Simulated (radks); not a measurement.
Values are calculated unless marked as measured or tabulated.
Initial-state core-level shifts of neutral manganese when its valence configuration changes from [Ar] 3d5 4s2. Code: a radial shooting solver on a logarithmic mesh with Libxc functionals. Model: non-relativistic Kohn-Sham, r2SCAN, spin-polarised, spherical densities, point nucleus; open shells are filled with parallel spins first; meta-GGA in the generalised Kohn-Sham scheme. Shifts are changes of the shell-averaged eigenvalues in eV (positive: less bound); the change of the density at the nucleus, which sets a Mossbauer isomer shift, is in e/bohr^3, on a base of 1.056e+04.

| valence | 1s | 2s | 2p | 3s | density at nucleus |
|---|---|---|---|---|---|
| 3d3 4s2 4p2 | -17.213 | -19.166 | -19.039 | -16.002 | +8.763 |
| 3d5 4s1.5 4p0.5 | -0.673 | -0.670 | -0.670 | -0.660 | -1.467 |
| 3d5 4s1 4p1 | -1.083 | -1.093 | -1.092 | -1.067 | -2.812 |
| 3d6 4s1 | +3.957 | +4.420 | +4.384 | +4.030 | -4.364 |
| 3d4.5 4s2 4p0.5 | -3.942 | -4.332 | -4.303 | -3.818 | +1.826 |
| 3d5.5 4s1.5 | +2.219 | +2.488 | +2.467 | +2.230 | -2.497 |
| 3d4 4s2 4p1 | -8.131 | -8.980 | -8.920 | -7.771 | +3.916 |
| 3d6 4p1 | +2.566 | +3.183 | +3.137 | +2.633 | -8.226 |
| 3d3 4s1.5 4p2.5 | -17.565 | -19.528 | -19.399 | -16.353 | +6.002 |
